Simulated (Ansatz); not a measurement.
Geometry optimisation, Ansatz, RKS B3LYP/def2-SVP.

input.yaml

```yaml
crystal:
  periodic: [false, false, false]
  atoms:
    - { symbol: O, position_ang: [-0.5108, 0.749, 0.1978] }
    - { symbol: B, position_ang: [0.4378, -0.2721, -0.0348] }
    - { symbol: F, position_ang: [0.36258, -0.63998, -1.41405] }
    - { symbol: F, position_ang: [1.76649, 0.11972, 0.2484] }
    - { symbol: F, position_ang: [0.14429, -1.43563, 0.813] }
    - { symbol: H, position_ang: [-1.2242, 0.4263, 0.8121] }
    - { symbol: H, position_ang: [-1.0208, 0.8861, -0.668] }
basis:
  gaussian: { orbitals: def2-SVP }
hamiltonian:
  xc: b3lyp
relax:
  f_tol: 0.015
  max_steps: 40
```

Command:

```bash
$ ansatz run input.yaml --threads 1 --pin off --max-ram 2048MiB --backend cpu --events-out ev --progress --plain --runs-dir out
```

**Question.** Where does it end, and by what steps?

**Answer.** It converged. After 7 steps the energy has fallen by 1.016 eV; B2 moved furthest, 0.26 Å.

```json
{"step": "0", "energy less start (eV)": "0.0000", "largest force component (eV/Å)": "5.940", "accepted": "yes"}
{"step": "1", "energy less start (eV)": "-0.5828", "largest force component (eV/Å)": "3.189", "accepted": "yes"}
{"step": "2", "energy less start (eV)": "-0.9280", "largest force component (eV/Å)": "0.871", "accepted": "yes"}
{"step": "3", "energy less start (eV)": "-0.9979", "largest force component (eV/Å)": "0.351", "accepted": "yes"}
{"step": "4", "energy less start (eV)": "-1.0066", "largest force component (eV/Å)": "0.398", "accepted": "yes"}
{"step": "5", "energy less start (eV)": "-1.0152", "largest force component (eV/Å)": "0.052", "accepted": "yes"}
{"step": "6", "energy less start (eV)": "-1.0157", "largest force component (eV/Å)": "0.028", "accepted": "yes"}
{"step": "7", "energy less start (eV)": "-1.0158", "largest force component (eV/Å)": "0.005", "accepted": "yes"}
```

```xyz
7
Properties=species:S:1:pos:R:3
O -0.614 0.827 0.205
B 0.614 -0.464 -0.079
F 0.396 -0.683 -1.396
F 1.761 0.139 0.255
F 0.141 -1.403 0.772
H -1.259 0.463 0.833
H -1.084 0.953 -0.635
```

The run took 26 s on 1 thread of Arm Neoverse V1, with other jobs on the host, peak memory 0.15 GiB.
